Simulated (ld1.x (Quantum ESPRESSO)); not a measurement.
## An all-electron radial function and its pseudo partner (tin (Sn))

Columns: radius, all-electron u(r) and pseudo u(r) of the 5p shell (level -3.69 eV) of tin in the configuration [Kr] 4d10 5s2 5p2; PBE, scalar-relativistic, TM scheme, ld1.x (Quantum ESPRESSO) 7.5.

```tsv
r (bohr)	all-electron	pseudo
0.103	0.0582	-0.0020
0.205	-0.1409	-0.0080
0.308	-0.1218	-0.0178
0.410	0.0242	-0.0312
0.513	0.1640	-0.0481
0.615	0.2409	-0.0681
0.718	0.2524	-0.0911
0.820	0.2136	-0.1165
0.923	0.1426	-0.1449
1.025	0.0563	-0.1756
1.128	-0.0358	-0.2094
1.230	-0.1249	-0.2458
1.332	-0.2080	-0.2851
1.435	-0.2837	-0.3274
1.538	-0.3501	-0.3714
1.640	-0.4068	-0.4152
1.743	-0.4551	-0.4575
1.845	-0.4949	-0.4952
1.948	-0.5274	-0.5274
2.050	-0.5529	-0.5529
2.153	-0.5726	-0.5726
2.255	-0.5867	-0.5867
2.358	-0.5961	-0.5961
2.460	-0.6014	-0.6014
2.562	-0.6029	-0.6029
2.665	-0.6013	-0.6013
```

(1) How many radial nodes do the two functions have?

(2) At about which radius was the pseudo-wave matched?

(3) Where does each function peak?

(4) Is the pseudo-wave norm-conserving?

## Answers

(1) The all-electron 5p function has n − l − 1 = 3; the pseudo-wave has 0, since the states of the same l below it are removed with the core.

(2) 2.05 bohr. The columns agree to 0.0005 from 1.84 bohr on; several derivatives are matched, so the curves merge somewhat inside the radius.

(3) Outermost all-electron maximum near 2.56 bohr, pseudo maximum near 2.56 bohr (to the table’s step).

(4) Yes: the TM scheme keeps the norm inside the radius equal to the all-electron one, which fixes the energy derivative of the logarithmic derivative at the level.
